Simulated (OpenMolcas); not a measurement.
# Pr3+ in SrO: curves along the breathing mode

Pr3+ with its 6 nearest oxide ions, on the Sr site of SrO (a = 5.1602 Å, distance in the model lattice 2.580 Å). The rest of the host is ab initio model potentials to 7.6 Å, with orthogonalisation functions on the cations behind the ligands, and point charges beyond; the distance is set by hand and nothing relaxes, and no local charge compensation is placed. Ligand basis ANO-RCC-VDZP.

* Program: OpenMolcas 26.06
* Method: CASSCF
* Basis: ANO-RCC-VDZP [7s6p4d2f1g]
* Scalar Hamiltonian: DKH2, point nucleus
* Active space: 2 electrons in 7 orbitals (4f)
* State averaging: 2S+1 = 3 even, 21 roots; 2S+1 = 1 even, 27 roots kept (CI in the orbitals of an earlier block)
* Spin-orbit coupling: state interaction with AMFI integrals over the reference wave functions

Spin-free energies (labels of O, the rotations of Oh) in cm-1 above the lowest fitted minimum, as all ligands move together:

```csv
R (Å),3T1,3T2,3E,3T1(2),3T1(3),3T2(2),1A1
2.282,1650,2510,3190,3140,8240,8730,8660
2.336,-30,730,1340,1330,6460,6920,6980
2.39,1270,1960,2510,2530,7680,8130,8280
2.444,5210,5850,6340,6380,11560,11990,12220
2.497,11390,11970,12420,12470,17690,18100,18390
2.551,19840,20380,20800,20850,26110,26490,26840
2.605,30340,30850,31230,31290,36580,36940,37340
```

Cubic fits give the following; the wavenumber is harmonic, with the mass of all moving ligands, small differences in it between states hang on the degree of the fit, a number in brackets counts states of one label, and the table is a selection of at most 14 states with clean curves.

```
 State  R0 (Å)  Breathing mode (cm-1)  Minimum (cm-1)
   3T1   2.339                    589               0
   3T2   2.340                    590             760
    3E   2.341                    590            1360
3T1(2)   2.341                    590            1360
3T1(3)   2.340                    590            6480
3T2(2)   2.341                    590            6950
   1A1   2.339                    589            7010
    1E   2.339                    589            7060
   1T1   2.339                    589            7080
   3A2   2.342                    590            7460
   1T2   2.342                    590            8190
1T2(2)   2.338                    589           20710
 1E(2)   2.341                    590           22230
1A1(2)   2.338                    589           24840
```

For an f ion spin-orbit coupling outweighs the ligand field, so these spin-free curves are not those of observable levels.

Without dynamic correlation the ligand-field splitting of an f shell can come out too small, at times by half. No measured value stands beside these numbers.
